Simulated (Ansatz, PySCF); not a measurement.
Pulling on the B1–H5 bond in C2H3B (SMILES BC#C) (multiplicity 1 held, fragments rigid). Energies count from the point at 1.189 Å.
Geometry at that point (charge 0, multiplicity 1):
```xyz
6

B     -1.1934    -0.0518    -0.7150
C      0.0924     0.0040     0.0554
C      1.1293     0.0490     0.6766
H      2.0411     0.0886     1.2230
H     -1.9546     0.8608    -0.6666
H     -1.4500    -1.0086    -1.3734
```

U- levels take the lowest unrestricted solution at each point, which mixes spins at long bonds. Active spaces are followed from a long bond inwards. Curves can end on different states.

Correlated levels freeze the cores. Rows in 3-21G, 6-31G* carry no dispersion term and start afresh at each structure (6-31G* with six Cartesian d functions). MP2/6-31G* freezes PySCF's default core.

Run with Ansatz (a first-principles code) with Gaussian orbitals; PySCF for 3-21G rows, 6-31G* rows. 

Other levels give for the energy at R = 3.806 Å: U-PBE/cc-pVTZ 430.2; U-B3LYP/cc-pVTZ 446.0; U-wB97X-V/cc-pVTZ 455.2; FIC-MRCISD+Q on CASSCF(2,2)/cc-pVTZ 447.8 kJ/mol.

Common cheap choices:

| level | energy at R = 3.806 Å (kJ/mol) |
|---|---|
| R-HF/3-21G | 764.9 |
| R-HF/6-31G* | 761.6 |
| U-HF/6-31G* | 362.3 |
| R-B3LYP/6-31G* | 590.1 |
| U-B3LYP/6-31G* | 451.2 |
| R-MP2/6-31G* | 575.9 |

Doubts at one or more of the structures used: a restricted determinant that unrestricted orbitals would lower (R-HF/3-21G, R-HF/6-31G*, R-B3LYP/6-31G*, R-MP2/6-31G*); a spin-contaminated determinant (U-HF/6-31G*, U-B3LYP/6-31G*, U-PBE/cc-pVTZ, U-B3LYP/cc-pVTZ, U-wB97X-V/cc-pVTZ).
